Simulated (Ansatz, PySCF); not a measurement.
Molecule: trichloro(hydroxy)silane, sum formula HSiOCl$_{3}$, charge 0, multiplicity 1. 
Coordinates optimised at B3LYP-D3(BJ)/def2-TZVP (Ansatz, a quantum-chemistry and plane-wave program):
```xyz
6

Si     0.2280    -0.0390     0.1385
Cl     0.3609     1.6070    -1.0631
Cl    -0.2065    -1.6452    -1.0459
Cl    -1.2385     0.2241     1.5130
O      1.6023    -0.2744     0.9646
H      2.4188    -0.4195     0.4774
```

Dipole moments at this geometry, in debye (magnitudes).

```tsv
level	program	dipole (D)
r2SCANh/def2-TZVPD	Ansatz	1.62
r2SCAN0/def2-TZVPD	Ansatz	1.63
HSE06/def2-TZVPD	Ansatz	1.60
CAM-B3LYP/def2-TZVPD	PySCF	1.62
LC-wPBE/def2-TZVPD	Ansatz	1.66
CCSD(T)/aug-cc-pV(D+d)Z	Ansatz	1.59
```
